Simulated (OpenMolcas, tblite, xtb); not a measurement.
A ladder of methods for GeHF3 (SMILES [F][GeH]([F])[F])

GeHF3 has 5 atoms, charge 0, and is taken as a singlet. SMILES: `[F][GeH]([F])[F]`. The shape is that of a PBE0-D4/def2-TZVP optimisation.

```xyz
5

F    -0.2498   -0.7341    1.4830
Ge    0.0956   -0.0087   -0.0233
F    -0.6731    1.5157   -0.0113
F    -0.7081   -0.9440   -1.2040
H     1.5852    0.0973   -0.2857
```

Quantity: the energy change with the F1–Ge2 bond stretched from 1.707 to 2.561 Å, in eV. The values are calculated.

```tsv
level	kind	program	value (eV)
GFN-FF	force field	xtb	2.56
GFN2-xTB	semi-empirical	tblite	1.88
HF/aug-cc-pVDZ (restricted)	Hartree–Fock	OpenMolcas	3.89
SVWN5/aug-cc-pVDZ (restricted)	LDA	OpenMolcas	2.98
revPBE/aug-cc-pVDZ (restricted)	GGA	OpenMolcas	2.48
TPSS/aug-cc-pVDZ (restricted)	meta-GGA	OpenMolcas	2.75
r2SCAN/aug-cc-pVDZ (restricted)	meta-GGA	OpenMolcas	3.02
PBE0/aug-cc-pVDZ (restricted)	global hybrid	OpenMolcas	3.12
B2PLYP/aug-cc-pVDZ (restricted)	double hybrid	OpenMolcas	3.02
MP2/aug-cc-pVDZ (restricted)	perturbation theory	OpenMolcas	3.20
```

All-electron rows without a relativistic Hamiltonian named are non-relativistic. The first shape isn't each level's own minimum. The values span 1.88 to 3.89 eV. In the correlated wave-function rows the outer d shell of Ge is correlated, in sets not made for it.
